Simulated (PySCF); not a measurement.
Species: C2H10BNSi.
Bonds: C1–Si2, Si2–C3, Si2–B4, B4–N5. Hydrogens: H6, H7, H8 on C1; H9 on Si2; H10, H11, H12 on C3; H13 on B4; H14, H15 on N5.

Computed by this run: PBE0-D3(BJ)/def2-SVP geometry optimisation, gas phase (PySCF 2.14.0); density fitting, grid level 1; the optimiser is geomeTRIC in internal coordinates, started from a GFN2-xTB structure with every atom displaced at random (about 0.01 Å).

Step 0: E = -12268.1410 eV
```
atom  x, y, z in Å  |  force x, y, z in eV/Å
C1     -1.7139   -0.9203   -0.2569   -0.282   1.891  -0.096
Si2    -0.1593   -0.0275    0.3729   -1.032   0.656   0.210
C3     -0.4877    1.8547    0.1562    1.079  -0.699   0.702
B4      1.5368   -0.5951   -0.5240   -1.637   0.218  -0.191
N5      2.6731   -0.7194    0.1889    0.771   0.177   1.784
H6     -2.6276   -0.5247    0.2396    0.370  -0.153   0.002
H7     -1.8599   -0.7305   -1.3263    0.086  -0.017  -0.258
H8     -1.6693   -1.9630   -0.1096    0.045  -1.778   0.268
H9     -0.1654   -0.2322    1.8700    0.252  -0.090  -0.021
H10    -1.4098    2.1580    0.6259   -0.765   0.100   0.268
H11     0.3135    2.4389    0.6368    0.063  -0.026   0.000
H12    -0.4981    2.1344   -0.8788   -0.121   0.258  -1.030
H13     1.5564   -0.8315   -1.6790    0.095  -0.135  -0.857
H14     3.5454   -0.9833   -0.1894    1.188  -0.376  -0.630
H15     2.7388   -0.5447    1.1888   -0.112  -0.025  -0.151
```

Step 1: E = -12268.3269 eV
```
atom  x, y, z in Å  |  force x, y, z in eV/Å
C1     -1.7375   -0.9189   -0.2585    0.020  -0.406   0.083
Si2    -0.2221    0.0029    0.3893    0.186   0.030  -0.014
C3     -0.4581    1.8695    0.1485   -0.194   0.029  -0.062
B4      1.4950   -0.5773   -0.5108    0.069  -0.006   0.071
N5      2.6715   -0.7215    0.2225   -0.005  -0.075  -0.242
H6     -2.6456   -0.5995    0.2722   -0.080   0.038   0.018
H7     -1.8840   -0.7263   -1.3320    0.018   0.034  -0.036
H8     -1.6455   -2.0198   -0.1279    0.022   0.371  -0.023
H9     -0.0935   -0.2392    1.8758   -0.074   0.007  -0.029
H10    -1.4056    2.1978    0.6124    0.083   0.008  -0.061
H11     0.3587    2.4382    0.6157    0.054  -0.001   0.044
H12    -0.4856    2.1492   -0.9208   -0.024  -0.096   0.122
H13     1.5481   -0.7687   -1.7092    0.070   0.010  -0.015
H14     3.5684   -0.9707   -0.1877   -0.175   0.034   0.064
H15     2.7089   -0.6019    1.2259    0.029   0.022   0.079
```

Q: Estimate the geometry and energy of step 2. (The exact step hangs on the optimiser's Hessian estimate; all steps are aligned on step 1, rigid shifts and turns removed.)

A: E = -12268.3351 eV, largest force 0.110 eV/Å
```
atom  x, y, z in Å  |  force x, y, z in eV/Å
C1     -1.7303   -0.9151   -0.2548   -0.046  -0.098   0.020
Si2    -0.2186    0.0103    0.3937    0.100   0.026   0.005
C3     -0.4713    1.8712    0.1495   -0.044   0.028   0.025
B4      1.4992   -0.5712   -0.5062   -0.023   0.009   0.005
N5      2.6738   -0.7351    0.2199   -0.042  -0.031  -0.032
H6     -2.6462   -0.5963    0.2683    0.013   0.010  -0.017
H7     -1.8673   -0.7239   -1.3310    0.007   0.009  -0.002
H8     -1.6280   -2.0047   -0.1193    0.009   0.058  -0.003
H9     -0.1082   -0.2320    1.8794   -0.027  -0.001   0.005
H10    -1.4196    2.2005    0.6046    0.014   0.004  -0.008
H11     0.3444    2.4449    0.6165    0.003  -0.004  -0.007
H12    -0.4989    2.1347   -0.9199   -0.002  -0.025   0.002
H13     1.5613   -0.7547   -1.7060    0.021   0.013  -0.008
H14     3.5568   -0.9944   -0.2044    0.001   0.001   0.027
H15     2.7259   -0.6202    1.2251    0.016   0.000  -0.012
```

The energy changes by -0.0082 eV. The first-order estimate −F·Δx gives -0.0134 eV and the mean of the old and new forces, exact on a quadratic surface, -0.0082 eV. The step makes an angle of 75° with the force vector and moves no atom by more than 0.031 Å.

What follows is the cost of the whole optimisation. The run took 58 s of wall time on an Arm Neoverse V1 with one thread, no GPU, on a shared host, and the process peaked at 0.53 GiB of memory.
